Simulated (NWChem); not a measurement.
System meant: C4H2F2; SMILES F/C=C(/F)C#C

Input file for NWChem:

```
start job
memory heap 200 mb stack 900 mb global 1100 mb
geometry units angstroms noautoz
  C      1.321712    -1.948735     0.000000
  C      0.498809    -1.062397     0.000000
  C     -0.493864    -0.053219     0.000000
  F     -1.781305    -0.478418     0.000000
  C     -0.276380     1.267281     0.000000
  F      0.966827     1.763945     0.000000
  H      2.060677    -2.717878     0.000000
  H     -1.064936     2.010910     0.000000
end
basis spherical
  C library def2-svp
  F library def2-svp
  H library def2-svp
end
dft
  xc b3lyp
  iterations 4
  mulliken
end
task dft energy
```

End of the output:

```
    Atom       Charge   Shell Charges
 -----------   ------   -------------------------------------------------------
    1 C    6     6.04   1.97  0.63  0.35  1.83  1.20  0.05
    2 C    6     6.02   1.97  0.63  0.30  1.87  1.17  0.08
    3 C    6     5.97   1.96  0.60  0.29  1.87  1.06  0.19
    4 F    9     9.07   1.98  1.02  0.74  3.21  2.11  0.01
    5 C    6     5.92   1.96  0.61  0.31  1.84  1.04  0.16
    6 F    9     9.05   1.98  1.01  0.74  3.21  2.11  0.01
    7 H    1     0.96   0.61  0.27  0.08
    8 H    1     0.97   0.64  0.27  0.07

 center of mass
 --------------
 x =  -0.03834616 y =   0.04291105 z =   0.00000000

 moments of inertia (a.u.)
 ------------------
         547.634333030895          -0.000000000000           0.000000000000
          -0.000000000000         397.153937034202           0.000000000000
           0.000000000000           0.000000000000         944.788270065097

     Multipole analysis of the density
     ---------------------------------

     L   x y z        total         alpha         beta         nuclear
     -   - - -        -----         -----         ----         -------
     0   0 0 0     -0.000000    -22.000000    -22.000000     44.000000

     1   1 0 0      0.100698      0.050349      0.050349      0.000000
     1   0 1 0      0.020317      0.010159      0.010159      0.000000
     1   0 0 1     -0.000000     -0.000000     -0.000000      0.000000

     2   2 0 0    -24.106284   -112.341934   -112.341934    200.577584
     2   1 1 0     -4.605879      6.827970      6.827970    -18.261818
     2   1 0 1     -0.000000     -0.000000     -0.000000      0.000000
     2   0 2 0    -20.961582   -154.722901   -154.722901    288.484219
     2   0 1 1     -0.000000     -0.000000     -0.000000      0.000000
     2   0 0 2    -24.688426    -12.344213    -12.344213      0.000000

 ------------------------------------------------------------------------
 dft energy failed                                                                                  0
 ------------------------------------------------------------------------
 ------------------------------------------------------------------------
  current input line :
    23: task dft energy
 ------------------------------------------------------------------------
 ------------------------------------------------------------------------
 This type of error is most commonly associated with calculations not reaching convergence criteria
 ------------------------------------------------------------------------
 For more information see the NWChem manual at https://nwchemgit.github.io

0:dft energy failed:Received an Error in Communication
```

Question: Can this run be used? If not, why, and what is the fix?

Answer: Convergence was not reached. Cause: the SCF was allowed too few iterations. This input runs:
```
start job
memory heap 200 mb stack 900 mb global 1100 mb
geometry units angstroms noautoz
  C      1.321712    -1.948735     0.000000
  C      0.498809    -1.062397     0.000000
  C     -0.493864    -0.053219     0.000000
  F     -1.781305    -0.478418     0.000000
  C     -0.276380     1.267281     0.000000
  F      0.966827     1.763945     0.000000
  H      2.060677    -2.717878     0.000000
  H     -1.064936     2.010910     0.000000
end
basis spherical
  C library def2-svp
  F library def2-svp
  H library def2-svp
end
dft
  xc b3lyp
  iterations 150
  mulliken
end
task dft energy
```
It converges to -352.92875 Ha (B3LYP/def2-SVP).
